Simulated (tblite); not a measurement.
C4H12O2Si3.
Geometry (GFN2-xTB, Å), atoms numbered from 1 in this order:
```xyz
21
C4H12O2Si3 angstrom
C     -2.0697   -1.3794   -1.3793
C     -1.0995   -1.3801   -0.4656
C     -0.4061   -2.6118   -0.1205
O      0.6075   -2.6352    0.5386
Si    -0.3929    0.1341    0.4408
O     -1.2985    1.3971   -0.0575
Si    -1.7573    2.7729   -0.7670
Si     1.8252    0.4914   -0.0917
C      2.9578   -0.3068    1.2028
H     -2.5732   -0.4661   -1.6483
H     -2.3819   -2.2772   -1.8952
H     -0.8625   -3.5513   -0.4913
H     -0.8048   -0.0150    1.8449
H     -2.5018    3.5166    0.2451
H     -2.5986    2.3965   -1.9041
H     -0.5575    3.4841   -1.2041
H      2.1541    1.9291   -0.1738
H      2.1815   -0.0520   -1.4181
H      4.0044   -0.1977    0.9349
H      2.8215    0.1356    2.1860
H      2.7433   -1.3678    1.2849
```

All values are computed: GFN2-xTB (tblite) harmonic vibrations without scaling, gas phase. The method is semi-empirical: single wavenumbers can be off by several per cent or more. Modes of hydrogen on silicon can be 10 to 20 % off. One conformer, not necessarily the lowest. The optimisation stopped once no atom felt more than 0.01 eV/Å.

Lowest wavenumbers of the output (negative numbers stand for imaginary wavenumbers):
```
mode    cm-1
  1     -48.5
  2      20.4
  3      26.8
  4      47.6
  5      53.6
  6      83.1
  7     102.9
  8     125.5
  9     128.6
 10     154.8
```

Task: Is this structure a minimum?

Result: Not by this Hessian. 1 mode is imaginary beyond 20i (48i cm⁻¹), so at this level the point lies at or near a first-order saddle. The curvature is small, so loose convergence or finite differences may be the whole cause.

Task: Which atoms move in the imaginary mode?

Result: 48i: H15 (Si–H hydrogen) 33 %, H14 (Si–H hydrogen) 33 %, H16 (Si–H hydrogen) 32 %. These are shares of the mass-weighted motion.

Task: What is the remedy?

Result: Step along that mode in both directions, optimise again with tighter thresholds and repeat the frequencies. The zero-point energy of this point (87.5 kcal/mol) counts the 56 real modes alone, and thermal corrections from it aren't those of a minimum.
